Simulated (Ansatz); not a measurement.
Computed with Ansatz on PBE0-D4/def2-TZVP structures; ΔE is electronic, products minus reactants. CCSD(T)/CBS adds triple-zeta CCSD(T) − MP2 to the extrapolated MP2 energy (def2 sets, frozen cores). Functionals use def2-TZVPP. B3LYP here is the variant with VWN-RPA as its local correlation; programs differ in this. Elements past krypton have def2 core potentials. For Br, Sn outer-core shells are correlated without core-valence functions, which leaves a few kJ/mol of doubt a bond. Scalar relativity is left out up to krypton. One conformer a species, not always the lowest.

Reaction (ligand exchange at the Sn–Br bond): `[OH][SnH]([F])[Br]` + dimethylamine → `C[N](C)[SnH]([OH])[F]` + HBr

```
             level  ΔE (kJ/mol)  difference from CCSD(T)/CBS
            PBE-D4        105.8                          5.9
         r2SCAN-D4        109.2                          9.3
           PBE0-D4        110.2                         10.3
          B3LYP-D4        106.4                          6.5
           ωB97X-V        105.3                          5.4
           ωB97M-V        106.2                          6.3
            B2PLYP        107.6                          7.7
               PBE        111.3                         11.4
            r2SCAN        111.1                         11.2
              PBE0        115.2                         15.3
             B3LYP        115.0                         15.1
     HF/def2-TZVPP        128.5                         28.6
    MP2/def2-TZVPP         95.0                         -4.9
SCS-MP2/def2-TZVPP         97.2                         -2.7
   CCSD/def2-TZVPP         98.5                         -1.4
CCSD(T)/def2-TZVPP         94.6                         -5.3
     HF/def2-QZVPP        128.7                         28.8
    MP2/def2-QZVPP         98.2                         -1.7
SCS-MP2/def2-QZVPP        100.2                          0.3
      HF/CBS(def2)        128.7                         28.8
     MP2/CBS(def2)        100.3                          0.4
    CCSD/CBS(def2)        103.8                          3.9
       CCSD(T)/CBS         99.9                            0
```

Largest T1 diagnostic among the species: 0.013.

From PBE to PBE0 (25 % exact exchange), in def2-TZVPP and without D4, ΔE moves by +3.9 kJ/mol. In def2-TZVPP, CCSD(T) changes the Hartree–Fock value by −33.9 kJ/mol (the triples alone add −3.8 kJ/mol) and MP2 by −33.5 kJ/mol. The D4 term adds −8.6 kJ/mol with B3LYP and −5.0 kJ/mol with PBE0; it sums over pairs of atoms, weighted by their polarisabilities, and B3LYP, whose exchange is more repulsive, gets the larger term.

CCSD(T)/CBS has its own doubt, a few kJ/mol and more with outer-core shells, so smaller differences from it don't rank the levels.
